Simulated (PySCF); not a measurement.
B(H)3 cation (BH3), SMILES B (connectivity only; charge and spin as stated), charge +1, multiplicity 2. Atoms are numbered in the order given.

```xyz
4

B      0.0000     0.0000    -0.1173
H      0.0000    -0.7164     0.9381
H      0.0000     0.7164     0.9381
H      0.0000     0.0000    -1.2899
```
Charge +1, spin multiplicity 2.

Geometry optimised at r2SCAN-D4/def2-TZVPD. The multiplicity is an assumed one; other spin states were not compared. The isomer is the one that the SMILES or the coordinates give; other isomers of the formula were not compared.

Method: CAM-B3LYP/def2-TZVPD (PySCF).

Mulliken values depend strongly on the basis, most of all with diffuse functions as here. ESP charges are fitted to the potential on shells at 1.4 to 2.0 van der Waals radii. Atomic charges (e):

```json
[
 {"atom": "B1", "meta-Löwdin": "0.32", "ESP fit": "0.42", "Mulliken spin": "0.49"},
 {"atom": "H2", "meta-Löwdin": "0.27", "ESP fit": "0.23", "Mulliken spin": "0.26"},
 {"atom": "H3", "meta-Löwdin": "0.27", "ESP fit": "0.23", "Mulliken spin": "0.26"},
 {"atom": "H4", "meta-Löwdin": "0.15", "ESP fit": "0.11", "Mulliken spin": "-0.01"}
]
```
